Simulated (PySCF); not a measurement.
Si(F)2(I)(OH) (F2HIOSi), SMILES O[Si](F)(F)I. Coordinates come from a PBE0-D3(BJ)/def2-SVP optimisation. This is a generated structure with no PubChem entry under its InChIKey; it may be hypothetical. The def2 effective core potentials stand for the cores of I; spin–orbit coupling is left out. The values are those of a single conformer.

All values below come from PySCF with PBE0-D3(BJ)/def2-SVP.

Harmonic wavenumbers (cm⁻¹): 117, 178, 194, 240, 324, 334, 447, 758, 869, 971, 1010, 3913. Rotational constants (GHz): 3.984, 1.116, 1.108; symmetry number 1.

Task: Work out the zero-point energy and the ideal-gas rigid-rotor harmonic-oscillator thermochemistry at 298.15 K and 1 atm.

Result: ZPE = ½ Σ hcν = ½ × 9354 cm⁻¹ = 13.37 kcal/mol. H − E(el) = 18.02 kcal/mol. Entropy in cal/(mol K): translation 41.93, rotation 28.57, vibration 13.43, total 83.93. G − E(el) = -7.00 kcal/mol. Cp = 22.03 cal/(mol K). Modes under 150 cm⁻¹ make the vibrational entropy uncertain.
